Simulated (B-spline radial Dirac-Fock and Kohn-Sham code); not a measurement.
**Radiative decay of the K hole in Re⁶⁺**

System: the Re⁶⁺ ion, configuration [Xe] 4f14 5d1.

Method: a relativistic independent-particle model: LDA orbitals of the hole state, radiative multipoles to third order, Auger rates from the Coulomb interaction with a continuum orbital, Dirac-Fock energies. Computed with an atomic code on a B-spline grid.

| line | multipole | energy (eV) | rate (s⁻¹) | share (%) |
| --- | --- | --- | --- | --- |
| K-L1 | M1 | 59137.1 | 1.59e+13 | 0.0266 |
| Kα2 (K-L2) | E1 | 59713.0 | 1.74e+16 | 29.1 |
| Kα1 (K-L3) | E1 | 61136.5 | 3.02e+16 | 50.4 |
| Kβ3 (K-M2) | E1 | 68987.8 | 3.22e+15 | 5.38 |
| Kβ1 (K-M3) | E1 | 69300.7 | 6.26e+15 | 10.5 |
| Kβ5'' (K-M4) | E2 | 69722.6 | 7.30e+13 | 0.122 |
| Kβ5' (K-M5) | E2 | 69789.2 | 9.17e+13 | 0.153 |
| Kβ2'' (K-N2) | E1 | 71148.7 | 7.39e+14 | 1.23 |
| Kβ2' (K-N3) | E1 | 71221.7 | 1.44e+15 | 2.41 |
| K-N4 | E2 | 71397.0 | 1.79e+13 | 0.0299 |
| K-N5 | E2 | 71410.5 | 2.24e+13 | 0.0374 |
| K-O2 | E1 | 71627.2 | 1.29e+14 | 0.215 |
| K-O3 | E1 | 71639.4 | 2.51e+14 | 0.420 |

The listed lines hold 100.0 % of the radiative rate. The radiative width is 39.4 eV in the length form and 40.3 eV in the velocity form; the two differ because the transition energies are not eigenvalue differences of the potential that gave the orbitals. Kα2/Kα1 is 0.578 and Kβ/Kα is 0.257.
